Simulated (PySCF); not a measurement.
Al(Cl)2(SeH) (AlCl₂HSe), SMILES [Cl][Al]([Cl])[SeH]. Atoms are numbered in the order given.

```xyz
5

Al    -0.0001     0.5447     0.0000
Cl     1.8193     1.5828     0.0000
Cl    -1.8024     1.6168     0.0000
Se     0.0340    -1.7547     0.0000
H     -1.4418    -1.8146     0.0000
```

The structure is a stationary point at B3LYP-D3(BJ)/def2-SVP. The values are those of a single conformer.

Calculation: B3LYP-D3(BJ)/def2-SVP (PySCF).

Frequencies are harmonic and unscaled.

Computed harmonic wavenumbers and intensities:
| mode | ν (cm⁻¹) | IR (km/mol) | Raman (Å⁴/amu) | depolarisation | moving atoms (share of kinetic energy) |
|---|---|---|---|---|---|
| 1 | 106 | 3.5 | 1.7 | 0.74 | Cl 62 %, Se 20 %, Al 16 % |
| 2 | 131 | 7.0 | 2.6 | 0.70 | Cl 72 %, Se 23 % |
| 3 | 184 | 24.2 | 0.6 | 0.75 | Al 82 %, Cl 15 % |
| 4 | 242 | 5.2 | 3.0 | 0.75 | H 98 % |
| 5 | 307 | 2.1 | 14.8 | 0.09 | Cl 62 %, Se 26 %, Al 11 % |
| 6 | 550 | 129.3 | 1.7 | 0.69 | Al 67 %, Cl 24 % |
| 7 | 573 | 68.2 | 8.4 | 0.71 | H 51 %, Al 27 %, Cl 21 % |
| 8 | 648 | 82.8 | 1.3 | 0.70 | Al 44 %, H 41 %, Cl 14 % |
| 9 | 2408 | 5.8 | 139.1 | 0.30 | H 99 % |
